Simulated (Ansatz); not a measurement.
`N#CBF` + HBr → `FBBr` + `C#N` at 500 K and 1 bar (ligand exchange at a B–C bond).

Computed with Ansatz on PBE0-D4/def2-TZVP structures; ΔE is electronic, products minus reactants. CCSD(T)/CBS adds triple-zeta CCSD(T) − MP2 to the extrapolated MP2 energy (def2 sets, frozen cores). This one scheme is used for every species. For Br outer-core shells are correlated without core-valence functions, which leaves a few kJ/mol of doubt a bond. Scalar relativity is left out up to krypton.

```tsv
species	CCSD(T)/CBS energy (Eh)	H − E (kJ/mol)	S (J/(mol·K))
`N#CBF`	-217.97421	88.6	310.2
HBr	-2573.91920	30.5	213.7
`FBBr`	-2698.59010	64.0	301.5
`C#N`	-93.32098	60.1	220.8
```

H − E and S are ideal-gas, rigid-rotor, harmonic terms from PBE0-D4/def2-TZVP. 1 Eh = 2625.50 kJ/mol, R = 8.31446 J/(mol·K).

By hand: ΔE, ΔH, ΔS and ΔG.

ΔE = (-2698.59010) + (-93.32098) − (-217.97421) − (-2573.91920) = -0.01767 Eh = -46.4 kJ/mol. Δ(H − E) = 64.0 + 60.1 − 88.6 − 30.5 = 5.0, so ΔH = -41.4 kJ/mol. ΔS = 301.5 + 220.8 − 310.2 − 213.7 = -1.6 J/(mol·K). ΔG = -41.4 − 500 × (-1.6)/1000 = -40.6 kJ/mol.

By hand: the equilibrium constant, and the temperature at which ΔG would vanish if ΔH and ΔS stayed fixed.

log₁₀ K = −ΔG/(RT ln 10) = 4.2. ΔG = 0 at ΔH/ΔS = 25875 K, far beyond where these terms or the molecules hold.

The number of gas molecules stays the same, so ΔS is small and ΔH decides. A doubt of 5 kJ/mol in ΔE shifts log₁₀ K by 0.5 here. These are equilibria of isolated gas molecules and say nothing of rates. Largest T1 diagnostic: 0.015 (customary marks: 0.02 for closed shells, 0.045 for open ones).
